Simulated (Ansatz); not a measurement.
B8⁺, relaxed as a doublet with UKS PBE-D4/def2-SVP in Ansatz, starting from the GFN1-xTB geometry. Force threshold 0.02 eV/Å.

The relaxation made no stability test and no search for a lower SCF solution. The structure comes from a short search, and lower isomers may exist.

Start:

Cartesian coordinates in Å:
```
B 0.799 -1.401 -0.762
B -0.472 -0.306 0.128
B -0.910 1.548 -0.029
B -0.020 -0.503 -1.726
B 1.094 -1.210 0.750
B 0.597 -0.073 1.682
B -0.293 1.150 1.338
B -0.796 0.796 -1.381
```

```
        step  energy (eV)  largest force component (eV/Å)  SCF passes
           1   -5381.5286                           2.194          89
           2   -5381.9495                           1.219          33
           3   -5382.0912                           0.362          33
           4   -5382.1196                           0.175          30
5 (rejected)   -5382.0901                           1.265          32
           6   -5382.1256                           0.507          34
           7   -5382.1389                           0.066          30
           8   -5382.1397                           0.079          29
9 (rejected)   -5382.1274                           0.392          34
          10   -5382.1409                           0.018          26
          11   -5382.1409                           0.013          22
          12   -5382.1410                           0.004          29
```

Force components are those of the run's own axes.

End:

```tsv
atom	x (Å)	y (Å)	z (Å)
B1	0.769	-1.499	-0.773
B2	0.000	0.000	0.000
B3	-1.006	1.549	0.008
B4	-0.083	-0.583	-1.730
B5	1.046	-1.295	0.761
B6	0.533	-0.110	1.731
B7	-0.381	1.155	1.387
B8	-0.877	0.782	-1.384
```

By distances, no bond broke or formed. The bond that changes most is B2–B4, from 1.92 to 1.83 Å (atoms count from 1). The end is the same structure that another start reached, the lowest one found.

The force fell under the threshold at step 10, but the optimiser went on. No frequencies were taken in this run, so the end may be a saddle point.

Run time 12 s (4 threads of Intel Xeon Platinum 8488C on a shared host).
